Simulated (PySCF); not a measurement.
A side-by-side comparison of computed properties.

First species: C5H2F3NS.
SMILES with atom numbers: `[F:1][C:2]([F:3])=[C:4]([F:5])[c:6]1[n:7][cH:8][cH:9][s:10]1` (hydrogens: H11 on C8; H12 on C9)

Second species: C6H10F3OP.
Numbering: `[CH2:1]=[C:2]([CH3:3])[P@@:4](=[O:5])([CH2:6][CH3:7])[C:8]([F:9])([F:10])[F:11]` (hydrogens: H12, H13 on C1; H14, H15, H16 on C3; H17, H18 on C6; H19, H20, H21 on C7)

Geometry (GFN2-xTB, Å), atoms numbered from 1 in this order:
```
atom  x, y, z in Å
C1    -2.396    0.041    1.370
C2    -1.571   -0.180    0.356
C3    -1.938   -0.827   -0.938
P4     0.150    0.362    0.607
O5     0.472    0.910    1.921
C6     1.293   -0.935   -0.022
C7     2.731   -0.515    0.251
C8     0.315    1.732   -0.699
F9     1.446    2.419   -0.525
F10    0.314    1.310   -1.974
F11   -0.702    2.594   -0.578
H12   -2.034    0.509    2.271
H13   -3.438   -0.232    1.338
H14   -3.007   -1.024   -0.970
H15   -1.674   -0.189   -1.780
H16   -1.406   -1.771   -1.053
H17    1.050   -1.846    0.534
H18    1.123   -1.116   -1.084
H19    3.004    0.353   -0.346
H20    3.417   -1.327    0.019
H21    2.842   -0.251    1.302
```

Levels: PBE0/pcSseg-1 for dipole moment, HOMO energy, LUMO energy and HOMO–LUMO gap; GFN2-xTB for rotational constant A and rotational constant C. Geometries: GFN2-xTB. All species are isolated and taken at one optimised geometry, non-relativistic unless stated. Electronic properties by PySCF.

Dipoles, sizes and rotational constants follow the conformer. The torsions of the flexible species, by atom-mapped SMILES:
- `[F:1][C:2]([F:3])=[C:4]([F:5])[c:6]1[n:7][cH:8][cH:9][s:10]1`: C2–C4–C6–N7 0°
- `[CH2:1]=[C:2]([CH3:3])[P@@:4](=[O:5])([CH2:6][CH3:7])[C:8]([F:9])([F:10])[F:11]`: C1–C2–P4–O5 4°, C2–P4–C6–C7 -177°, C2–P4–C8–F9 169°

```
             property   column X   column Y
        dipole moment     2.18 D     4.29 D
          HOMO energy   -6.86 eV   -8.17 eV
          LUMO energy   -1.77 eV   -0.81 eV
        HOMO–LUMO gap    5.09 eV    7.36 eV
rotational constant A  2.444 GHz  1.099 GHz
rotational constant C  0.595 GHz  0.742 GHz
```

Problem. Which column belongs to which species?

Solution. Column X is the first species and column Y the second. The first has 12 atoms and 82 electrons, the second 21 and 96.

Problem. How does each property change from the first species to the second?

Solution. dipole moment +2.11 D; HOMO energy -1.31 eV; LUMO energy +0.96 eV; HOMO–LUMO gap +2.27 eV; rotational constant A -1.345 GHz; rotational constant C +0.147 GHz.

On the first: A dipole of 2.18 D is allowed in Cs, and pure rotational transitions are dipole-allowed. In atomic units the dipole is 0.86 e·bohr (1 au = 2.5417 D).

On the second: A dipole of 4.29 D is allowed in C1, and pure rotational transitions are dipole-allowed. The dipole matches unit charges of opposite sign 0.89 Å apart (1 e·Å = 4.8032 D).
